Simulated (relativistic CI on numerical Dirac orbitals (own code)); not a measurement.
Computed by Dirac equation for one electron, model QED (radiative potential, 1s self-energy scaled to tabulated hydrogen-like ionisation energies) (own radial code, finite nucleus).

CI space: 1s, 2s, 2p, 3s, 3p, 3d, 4s, 4p, 4d, 4f, 5s, 5p, 5d, 5f, 5g, 6s, 6p, 6d. Levels of other configurations are missing.

Outline of the computed level scheme of B V. Lowest level of each configuration: 1s ²S1/2 at 0.000 eV; 2p ²P°1/2 at 255.159 eV; 2s ²S1/2 at 255.161 eV; 3p ²P°1/2 at 302.422 eV; 3s ²S1/2 at 302.422 eV; 3d ²D3/2 at 302.430 eV; 4p ²P°1/2 at 318.962 eV; 4s ²S1/2 at 318.963 eV; 4d ²D3/2 at 318.966 eV.

Some strong electric-dipole decays among the lowest 14 levels: 2p ²P°1/2 → 1s ²S1/2 (3.9e+11 s⁻¹); 2p ²P°3/2 → 1s ²S1/2 (3.9e+11 s⁻¹); 3p ²P°3/2 → 1s ²S1/2 (1.0e+11 s⁻¹); 3p ²P°1/2 → 1s ²S1/2 (1.0e+11 s⁻¹); 4p ²P°3/2 → 1s ²S1/2 (4.3e+10 s⁻¹); 4p ²P°1/2 → 1s ²S1/2 (4.3e+10 s⁻¹); 3d ²D5/2 → 2p ²P°3/2 (4.0e+10 s⁻¹); 3d ²D3/2 → 2p ²P°1/2 (3.4e+10 s⁻¹).
